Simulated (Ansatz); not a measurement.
Start from `C[SiH](N)CO` and change one atom or group to get `C[SiH](N)[GeH3]`.

Ansatz, PBE0-D4/def2-TZVP geometries, multiplicity 1. Each molecule was computed in one conformer, which needn't be the lowest.

Scalar relativity is left out up to krypton.

| property | `C[SiH](N)CO` |
| --- | --- |
| HOMO–LUMO gap (B3LYP/def2-TZVPP) / eV | 7.16 |
| zero-point energy (PBE0-D4/def2-TZVP) / kJ/mol | 300.2 |
| size of the dipole moment (PBE/def2-TZVPP) / D | 2.39 |
| LUMO energy (B3LYP/def2-TZVPP) / eV | 0.22 |
| HOMO energy (PBE0/def2-TZVPP) / eV | -7.16 |
| HOMO–LUMO gap (PBE0/def2-TZVPP) / eV | 7.70 |

(1) Give the same properties after the change, and the shifts. (An estimate is asked.)

## Answers

(1) Computed: 
```tsv
property	`C[SiH](N)[GeH3]`	shift
HOMO–LUMO gap (B3LYP/def2-TZVPP) / eV	6.71	-0.45
zero-point energy (PBE0-D4/def2-TZVP) / kJ/mol	248.9	-51.3
size of the dipole moment (PBE/def2-TZVPP) / D	1.39	-1.00
LUMO energy (B3LYP/def2-TZVPP) / eV	0.04	-0.18
HOMO energy (PBE0/def2-TZVPP) / eV	-6.86	0.30
HOMO–LUMO gap (PBE0/def2-TZVPP) / eV	7.15	-0.55
```

With PBE0 the HOMO rises by 0.30 eV and the LUMO falls by 0.25 eV, so the gap narrows by about 0.55 eV. PBE moves the HOMO by -0.02 eV and ωB97M-V by 0.52 eV. The zero-point energy changes by -51.3 kJ/mol with -3 modes. Dipoles are sizes alone; their direction can turn.

Positive LUMOs are unbound, so they and the gaps depend on the basis.

B3LYP here is the variant with VWN-RPA as its local correlation; programs differ in this.
